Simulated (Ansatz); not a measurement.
Constitutional and geometric isomers with formula CH8Si3. Isolated molecules, 0 K electronic values unless said otherwise. One relaxed conformer stands for each flexible species; it need not be the lowest. Strings in code marks are SMILES.

Quantity: electronic energy of isomers of CH8Si3 relative to `C1[SiH2][SiH2][SiH2]1`, in kcal/mol. The restricted reference of `C[SiH2][SiH]=[SiH2]` is unstable towards unrestricted orbitals.

Case: `C[SiH2][SiH]=[SiH2]` (C–Si–Si–Si torsion 105°). Geometry of `C[SiH2][SiH]=[SiH2]` (neutral, multiplicity 1, Å):

```xyz
12

C     -2.2173    -0.1227    -0.0965
Si    -0.6924     0.9185    -0.4193
Si     1.1733    -0.3468    -0.9598
Si     2.7192    -0.5996     0.4982
H     -2.0409    -0.8142     0.7293
H     -2.4825    -0.7062    -0.9805
H     -3.0661     0.5167     0.1588
H     -0.9658     1.8849    -1.5197
H     -0.3062     1.6916     0.7927
H      1.1507    -1.2849    -2.1111
H      3.9301    -1.4300     0.3006
H      2.7979     0.2927     1.6772
```

**Question.** What electronic energy of isomers of CH8Si3 relative to `C1[SiH2][SiH2][SiH2]1` does frozen-core MP2/cc-pVTZ // PBE0-D3(BJ)/def2-TZVP (Ansatz, a first-principles code) give?

**Answer.** 24.2 kcal/mol.
